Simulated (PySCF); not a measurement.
## A small calculation by hand: chemical shift, span and skew from a shielding tensor

GaH5Si, SMILES [GaH2][SiH3]. Atoms are numbered in the order given.

```xyz
7

Ga     0.0198    -0.3772    -0.7284
H     -1.2946    -0.5086    -1.5831
H      1.3546    -0.9556    -1.3258
Si    -0.0356     0.7263     1.4172
H     -0.0730     2.2020     1.1987
H      1.1539     0.4251     2.2599
H     -1.2559     0.3605     2.1894
```
Charge 0, spin multiplicity 1.

Geometry optimised at PBE0-D3(BJ)/def2-TZVP.

GIAO shieldings from KT2/pcSseg-2 (PySCF), non-relativistic, no solvent. The symmetric part of the tensor of Si4 has the principal values 460.2, 469.7, 482.1 ppm. The same nucleus in TMS has σ = 351.7 ppm at this level (PySCF, at its B3LYP-D3(BJ)/def2-TZVP geometry).

### Question
Work out the isotropic shielding, the ²⁹Si shift against TMS, the span and the skew.

### Answer

σ(iso) = (σ11 + σ22 + σ33)/3 = 470.7 ppm. δ = σ(ref) − σ(iso) = 351.7 − (470.7) = -119.0 ppm.
Span Ω = σ33 − σ11 = 21.9 ppm. Skew κ = 3(σ(iso) − σ22)/Ω = 0.13. Tumbling in solution averages the tensor to δ; in a static solid the shielding alone would spread this spin-1/2 line over Ω.
